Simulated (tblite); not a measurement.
C4H6F2O2.
Cartesian coordinates in Å at the GFN2-xTB level; atoms count from 1:
```xyz
14
C4H6F2O2 angstrom
C      2.3233    0.6020    0.3564
C      0.9975    0.0927    0.8505
O      0.4525   -1.0563    0.2399
C     -0.2054    0.1400    0.0185
O     -1.4402    0.3036    0.6465
C     -2.3942   -0.5719    0.2347
F     -3.4139   -0.5191    1.0949
F     -2.8983   -0.2127   -0.9747
H      2.3953    0.4878   -0.7218
H      3.1303    0.0412    0.8217
H      2.4291    1.6524    0.6154
H      0.8382    0.1315    1.9243
H     -0.1764    0.5233   -0.9994
H     -2.0384   -1.6151    0.1509
```

Level: GFN2-xTB in tblite, geometry and Hessian alike; calculated harmonic values, unscaled, isolated species. Against measured fundamentals such values can be off by several per cent, at times by over 20. One conformer, not necessarily the lowest.

Harmonic wavenumbers (cm⁻¹): 43.2, 58.2, 125.0, 153.7, 262.6, 287.9, 371.3, 469.6, 498.1, 568.9, 660.9, 860.6, 909.8, 983.9, 1025.3, 1026.3, 1061.8, 1102.3, 1110.2, 1110.8, 1131.2, 1137.8, 1255.7, 1271.5, 1280.2, 1290.2, 1397.4, 1451.5, 1471.1, 1481.1, 2874.7, 2988.7, 3017.1, 3043.7, 3046.7, 3056.7.

A = 6008, B = 990.8, C = 945.1 MHz; mass 124.034 u (most abundant isotopes); point group C1, symmetry number 1.

**Question.** Zero-point energy?

**Answer.** ½Σν̃ = 21943 cm⁻¹ = 62.74 kcal/mol.

**Question.** Give the ideal-gas entropy at 273.15 K and 1 bar in the rigid-rotor, harmonic-oscillator model (classical rotation).

**Answer.** Translation 39.95, rotation 28.18, vibration 21.00: S = 89.1 cal/(mol K).

**Question.** And Cp and H(273.15 K) − H(0)?

**Answer.** Cp = 28.17 cal/(mol K), of which vibrations give 20.22 (their classical limit is 36 R = 71.5); H(273.15 K) − H(0) = 5.07 kcal/mol without the zero-point energy, 2.89 from vibrations.

**Question.** What must be added to the electronic energy to get the Gibbs energy at 273.15 K and 1 bar?

**Answer.** ZPE + [H(273.15 K) − H(0)] − T·S = 62.74 + 5.07 − 24.34 = 43.47 kcal/mol.

**Question.** Blend soft modes into free rotors: weight 1/[1 + (100 cm⁻¹/ν̃)⁴] for the oscillator and the rest for a rotor with moment μB/(μ + B), μ = h/(8π²ν), B = 10⁻⁴⁴ kg m². What vibrational entropy results?

**Answer.** 18.69 cal/(mol K) in place of 21.00, which changes −T·S at 273.15 K by +0.63 kcal/mol.

**Question.** Which modes carry the vibrational entropy at 273.15 K?

**Answer.** 43.2 cm⁻¹: 4.93; 58.2 cm⁻¹: 4.34; 125.0 cm⁻¹: 2.85; 153.7 cm⁻¹: 2.46; 262.6 cm⁻¹: 1.49; 287.9 cm⁻¹: 1.34 cal/(mol K); the other 30 give 3.57 together.

Hindered rotation and anharmonicity are outside this model. Other conformers, if any are populated, would add a mixing term that is left out. The structure is chiral; the term R ln 2 for an equal mix with its mirror image is left out.
